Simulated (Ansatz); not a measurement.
H$_{3}$Al, triplet, geometry from GFN2-xTB (such geometries of metal compounds can be far from the true shape) (a higher spin typed on purpose: for a closed-shell molecule this is an excited state); MP2/def2-SVP (Ansatz, a quantum-chemistry and plane-wave program).

Input for Ansatz:
Ansatz 0.2 input:
```yaml
crystal:
  periodic: [false, false, false]
  atoms:
    - {symbol: Al, position_ang: [-0.00852086, 0.11601664, 0.09405889]}
    - {symbol: H, position_ang: [0.59235466, -1.44177485, 0.61327871]}
    - {symbol: H, position_ang: [-0.41209475, 1.22776837, -0.98292216]}
    - {symbol: H, position_ang: [-0.06948873, -1.29420984, -0.85312208]}
basis:
  gaussian:
    orbitals: def2-SVP
magnetization: {spin_polarized: true, initial_magnetization: 2}
correlation: {method: mp2}
```

What the program printed (banner, timings and long lists left out):

```
Functional definition: HF
316 factors; integrals over basis functions are off by at most 1.4e-3 eV
mean field evaluation 1: about -6622.7892 eV, gradient 7.0e0 eV
mean field evaluation 2: about -6622.7935 eV, gradient 7.0e0 eV
mean field evaluation 4: about -6623.5511 eV, gradient 7.8e-1 eV
mean field evaluation 8: about -6623.5729 eV, gradient 1.0e-2 eV
mean field evaluation 16: about -6622.9513 eV, gradient 3.5e0 eV
mean field -6623.57292958 eV, -243.4118155429 hartree, gradient 2.8e-6 eV, S^2 2.024982; 2 other end points of the search recorded, 0 dependent functions left out
5 core orbitals not correlated
reference -6623.57292958 eV, -243.4118155429 hartree; 4, 2 occupied and 24, 26 virtual orbitals, 316 factors
second order -1.71283680 eV of doubles, -0.00000000 eV of singles
Total energy: -6625.28576637 eV, -243.4747611343 hartree
```
